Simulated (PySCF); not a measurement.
## Identify the compound

Molecular formula: C7H9NO. Simulated spectra:

¹H NMR (300 MHz, computed): δ 7.29 (m, 1H), 6.45 (d, 1H), 6.15 (d, 1H), 5.68 (s, 1H), 4.08 (br s, 1H), 3.10 (br s, 1H), 2.90 (s, 3H).

¹³C{¹H} NMR (computed): δ 165.2 (C), 154.9 (C), 136.2 (CH), 110.0 (CH), 107.6 (CH), 96.8 (CH), 31.8 (CH3).

[PySCF 2.14: GFN2-xTB structure; PBE0/pcSseg-1 with gauge-including orbitals; non-relativistic; a single conformation; isolated molecule; one averaged value for each set of equivalent atoms]

Scale: ¹H (σref 31.72) and ¹³C (σref 186.93) vs TMS (reference shieldings calculated alike).

Q: Choose the structure that fits.
A. C=CC/C(C#N)=C/OC
B. CCc1cc[n+]([O-])cc1
C. CNc1cccc(O)c1
D. CCOc1cccnc1

A: C. 

The formula gives 4 degrees of unsaturation (1 ring in the answer). 7 carbon signals for 7 carbons: no two carbons are equivalent. Carbon types of the structure: 2 × C, 4 × CH, 1 × CH3, leaving 2 H on heteroatoms. δC 165.2: aromatic carbon bearing oxygen; σ withdrawal by the attached heteroatom moves it downfield of the ring CH carbons. δC 154.9: aromatic carbon bearing nitrogen; σ withdrawal by the attached heteroatom moves it downfield of the ring CH carbons. δC 136.2, 110.0, 107.6, 96.8: aromatic CH. δH 4.08: hydrogen on a phenol-type oxygen; exchangeable; this is the value without hydrogen bonding to other molecules. δH 3.10: hydrogen on an aniline-type nitrogen; exchangeable, gas-phase position.

The others: CCOc1cccnc1 would give 6 signals for carbon-bound and other non-exchanging H, not 5; CCc1cc[n+]([O-])cc1 would give 5 carbon signals, not 7; C=CC/C(C#N)=C/OC would give 6 signals for carbon-bound and other non-exchanging H, not 5.

OH/NH shifts are gas-phase values; hydrogen bonding in solution moves them, usually downfield. Shifts are as computed. Against solution values, carbons near 30 ppm lie about +3 ppm off and those near 130 ppm about +5 ppm (rms about the fit 2.1 ppm; single classes can miss by 10 ppm). Of 1328 compounds with measured shifts, 309 miss one by over three times the rms of a fit or turn the order of signals round; such compounds aren't used in these exercises. Signals without a measured value on file couldn't be tested in this way; 1H shifts scatter by 0.2 ppm about their fit, and single ones miss by 0.5 ppm. No couplings were computed; multiplicities are counted from neighbouring protons, with m where these are inequivalent, close in shift, in a saturated or five-membered ring or joined by F or P, and br s for small geminal =CH2 splittings.
